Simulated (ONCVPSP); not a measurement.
## silicon (Si), ONCV: configuration errors across variants

Si (Z = 14), optimised norm-conserving Vanderbilt (ONCV), made with ONCVPSP 4.0.1 (LDA (Perdew-Wang 92), scalar-relativistic). Core [Ne], reference 3s2 3p1.75 (charge +0.25). Waves: 3s: rc 1.85 bohr, ncon 5, nbas 9, qcut 4 1/bohr, local; 3p: rc 1.85 bohr, ncon 3, nbas 6, qcut 4.4 1/bohr, 1 projector. Local part: the s channel. Core correction: none.

All-electron excitation energies from the reference (eV): (1) 3s2 3p2 -1.256; (2) 3s2 3p1 6.567; (3) 3s2 3p0 22.674; (4) 3s1 3p0 56.813.

2 further variants failed, have other tests or another functional or relativity, and are left out.

Errors AE − PS in meV (a dash: test not solved or not reliable):

```csv
change,(1),(2),(3),(4),bound ghosts,GHOST(+) flags above zero
base,+0.2,+2.8,+32,+223,none,none
"core correction polynomial model core, fcfact 0.3",+0.2,+1.8,+16,+55,none,none
s: rc 1.74,+0.2,+2.7,+32,+223,none,none
p: qcut 6.4,+0.2,+2.7,+33,+226,none,none
"s: ncon 4, nbas 8",+0.2,+3.1,+34,+224,none,none
s: qcut 4.5; p: qcut 5,+0.2,+2.6,+31,+224,none,none
```

Give the same row for: p: nbas 8.

+0.2, +2.9, +32, +223; bound ghosts: none; GHOST(+) flags above zero: none.
